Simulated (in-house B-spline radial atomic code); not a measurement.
**B3LYP (VWN-RPA) excitations of Sc³⁺**

Method: B3LYP (VWN-RPA). Computed with a B-spline radial code for spherical atoms: linear response of the closed shell [Ne] 3s2 3p6 with the functional's adiabatic kernel; non-relativistic, point nucleus, no spin-orbit coupling, no double excitations, S, P, D and F terms only. Only terms of natural parity with L up to 3 were computed.

Command:
```bash
python run_td.py task.json out
```
Settings (radii: box in bohr, nucleus in fm):
```
Z                        21
electrons                18
configuration            [Ne] 3s2 3p6
hamiltonian              nr
method                   b3lyp
box_radius               23.08
intervals                53
```

Run time, properties included: 0.3 s on 1 thread of Intel(R) Xeon(R) 6975P-C (Granite Rapids), with other jobs on the host.

The lowest states, in the order of their Tamm-Dancoff energies; the method's threshold (minus the highest occupied level) is 66.67 eV. Labels give the largest channel, * marks a mixed state, and oscillator strengths are full-response dipole values. Semilocal kernels can invert the small singlet-triplet splittings of Rydberg terms. Energies in eV:

| state | full response | Tamm-Dancoff | oscillator strength |
| --- | --- | --- | --- |
| 3p → 3d 3P | 29.510 | 29.623 | - |
| 3p → 3d 3F | 29.903 | 30.09 | - |
| 3p → 3d 1F | 32.67 | 32.67 | - |
| 3p → 4s 3P | 39.56 | 39.57 | - |
| 3p → 4s 1P | 40.09 | 40.13 | 1.07 |
| 3p → 3d 1P | ? | ? | ? |
| 3p → 4p 3S | 44.29 | 44.32 | - |
| 3p → 4p 3D | 44.71 | 44.73 | - |
| 3p → 4p 1D | ? | ? | - |
| 3p → 4p 1S | 47.27 | 47.46 | - |
| 3p → 4d 3P | 52.20 | 52.21 | - |
| 3p → 4d 3F | 52.25 | 52.26 | - |
| 3p → 4d 1F | 52.50 | 52.50 | - |
| 3s → 3d 3D | 52.82 | 52.87 | - |
| 3p → 4d 1P | 53.64 | 53.95 | 0.191 |
| 3p → 5s 3P | 54.08 | 54.08 | - |
| 3p → 5s 1P | 54.27 | 54.34 | 0.0178 |
| 3p → 5p 3S | 55.75 | 55.76 | - |
| 3p → 5p 3D | 55.89 | 55.90 | - |
| 3p → 5p 1D | 55.96 | 55.96 | - |
| 3s → 3d 1D* | 56.29 | 56.36 | - |
| 3p → 4f 3D | 56.67 | 56.67 | - |

Task: Where does 3p → 4p 1D lie?

Result: At 45.12 eV in full response, 45.12 eV in Tamm-Dancoff.

Task: Where does 3p → 3d 1P lie?

Result: At 41.77 eV in full response, 43.40 eV in Tamm-Dancoff, oscillator strength 3.48.

Task: How large is the singlet-triplet splitting of 3p → 3d (F terms) in Tamm-Dancoff?

Result: 2.59 eV, from the unrounded values.

Task: What polarisabilities and dispersion coefficient does the method give?

Result: Dipole 2.161 bohr³, quadrupole 3.647 bohr⁵, C6 5.723 hartree·bohr⁶ for two such species.
